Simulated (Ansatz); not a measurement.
The same path of GaH5S (7 atoms, charge 0, multiplicity 1) was run twice with different band settings. Lost on the way: Ga1–H2, S5–H7. Made: H2–H7.

These are results of RKS PBE-D4/def2-SVP (Ansatz 0.2.0), not measurements.

Relaxed end points:

```xyz
7
Properties=species:S:1:pos:R:3
Ga -0.037 0.098 -0.013
H -0.541 0.545 1.424
H 1.498 0.261 -0.373
H -1.098 -0.058 -1.181
S 0.117 -2.489 0.486
H -1.129 -2.631 1.022
H 0.690 -2.390 1.719
```

```xyz
7
Properties=species:S:1:pos:R:3
Ga 0.103 -0.693 -0.369
H 0.040 0.381 2.173
H 1.500 0.010 -0.510
H -1.316 -0.044 -0.558
S 0.212 -2.876 0.052
H -1.139 -3.056 0.064
H 0.099 -0.386 2.231
```

Common settings: movable images 9; climbing image yes; spring 5.0 eV/Å²; optimiser quadratic models (default); force threshold 0.03 eV/Å; iteration limit 60; end points relaxed.

| run | start path |
| --- | --- |
| 1 | through a guess of the saddle point |
| 2 | straight line |

Q: What does each run give, and how far can it be trusted?

A: Run 1: converged after 12 iterations, highest image 0.516 eV above the first end. A vibrational analysis at the climbing image gives one clearly imaginary mode, 875i cm⁻¹: a first-order saddle point.
Run 2: converged after 10 iterations, highest image 0.516 eV above the first end. Another band between the same ends (9 images) ends at a top of the same energy, where a vibrational analysis finds 1 clearly imaginary mode.
The orbitals stay closed-shell, which can raise the energy where a bond breaks towards radicals; this wasn't checked here.
